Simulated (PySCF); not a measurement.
# SbNBr2: breathing scan

Computed with PBE0/[Sb def2-SVP with ECP28, N def2-SVP, Br def2-SVP], scalar-relativistic core potentials, density fitting, no spin–orbit coupling, PySCF.

Rigid scan from the singlet minimum (Sb–Br 2.507 Å (×2), Sb–N 1.830 Å; Br–Sb–Br 97.6°, Br–Sb–N 131.2° (×2)). Coordinate: all bonds to the central atom scaled together. Energies in kJ/mol from the minimum.

Q: Predict the curve at 0.88, 0.92, 0.96, 1.00, 1.04, 1.08, 1.14, 1.22, 1.35.

A: 
```json
{"scale of all bonds to the centre": "0.88", "E (kJ/mol)": "295.5", "dipole size (D)": "3.58"}
{"scale of all bonds to the centre": "0.92", "E (kJ/mol)": "113.2", "dipole size (D)": "3.13"}
{"scale of all bonds to the centre": "0.96", "E (kJ/mol)": "24.5", "dipole size (D)": "2.66"}
{"scale of all bonds to the centre": "1.00", "E (kJ/mol)": "0.0", "dipole size (D)": "2.18"}
{"scale of all bonds to the centre": "1.04", "E (kJ/mol)": "18.6", "dipole size (D)": "1.71"}
{"scale of all bonds to the centre": "1.08", "E (kJ/mol)": "65.5", "dipole size (D)": "1.25"}
{"scale of all bonds to the centre": "1.14", "E (kJ/mol)": "166.2", "dipole size (D)": "0.61"}
{"scale of all bonds to the centre": "1.22", "E (kJ/mol)": "324.2", "dipole size (D)": "0.16"}
{"scale of all bonds to the centre": "1.35", "E (kJ/mol)": "576.1", "dipole size (D)": "1.21"}
```

At long bonds a restricted determinant can lie too high, and another spin state can fall below this curve.

The scan took 33 s on 2 threads of a shared Arm Neoverse N1 host; the process peaked at 1.1 GiB. Launch command: `OMP_NUM_THREADS=2 python axn.py task.json out`.
